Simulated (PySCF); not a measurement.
**How the method changes the constants of SbSe⁺**

State: ¹Σ⁺ (singlet), closed shell. Set-up: Sb cc-pVDZ-PP with ECP28, Se cc-pVDZ-PP with ECP10; scalar-relativistic core potentials (PySCF 2.14). De refers to Sb⁺ + Se in their high-spin ground configurations, without counterpoise correction. A positive dipole points towards Se; it is taken about the centre of mass and depends on that origin.

```csv
Level,Re (Å),ωe (cm⁻¹),De (eV),μ (D)
RHF,2.229,428,1.74,-2.70
RHF-MP2,2.322,336,4.46,n/a
RHF-SCS-MP2,2.316,342,4.23,n/a
RHF-CCSD,2.290,373,3.89,n/a
RHF-CCSD(T),2.316,345,4.25,n/a
LDA,2.280,369,6.03,-1.70
PBE,2.303,358,5.10,-1.84
PW91,2.302,358,5.15,-1.82
r²SCAN,2.278,376,4.76,-1.97
PBE0,2.267,387,4.54,-2.06
LC-ωPBE,2.222,428,3.82,-2.24
B2PLYP,2.310,344,4.63,-2.42
```

Task: Which functional lies closest to RHF-CCSD(T) in De, which farthest, and by how much do they differ from it?

Result: Closest is PBE0 (-4.9 pm in Re, +12.2 % in ωe, +0.29 eV in De against RHF-CCSD(T) in the same basis), farthest LDA (-3.6 pm in Re, +7.0 % in ωe, +1.78 eV in De). CCSD(T) converges more slowly with the basis than the functionals do and binds too weakly in this one, so the order can change at the basis-set limit.

Task: What does a quarter of exact exchange do here, going from PBE to PBE0?

Result: PBE0 less PBE: -3.6 pm in Re, +8.1 % in ωe, -0.56 eV in De. Exact exchange removes part of the self-interaction that spreads semilocal densities, and in most molecules shortens and stiffens the bond and lowers De; so it does here.

Task: What does the gradient correction do here, going from LDA to PBE?

Result: PBE less LDA: +2.3 pm in Re, -3.0 % in ωe, -0.93 eV in De. The gradient correction favours the more uneven density of free atoms, so it tends to lengthen bonds and takes away much of the overbinding of LDA; so it does here.

Correlated steps freeze 8 core orbitals. Correlated levels converge slowly with the basis: in double zeta they bind strong bonds too weakly, by up to about 1 eV, and carry superposition errors of some tenths. Spin–orbit coupling is left out, which matters for elements this heavy, above all for dissociation energies. For an ion De counts to the pair picked by the measured ionisation energies or electron affinities, which need not be the lowest pair at this level. Where the molecule has an RHF reference, its open-shell atoms are computed with UHF. B2PLYP dipoles, levels and charges come from its SCF part alone. The CCSD T1 diagnostic is raised, a sign that a single reference may not be enough here.
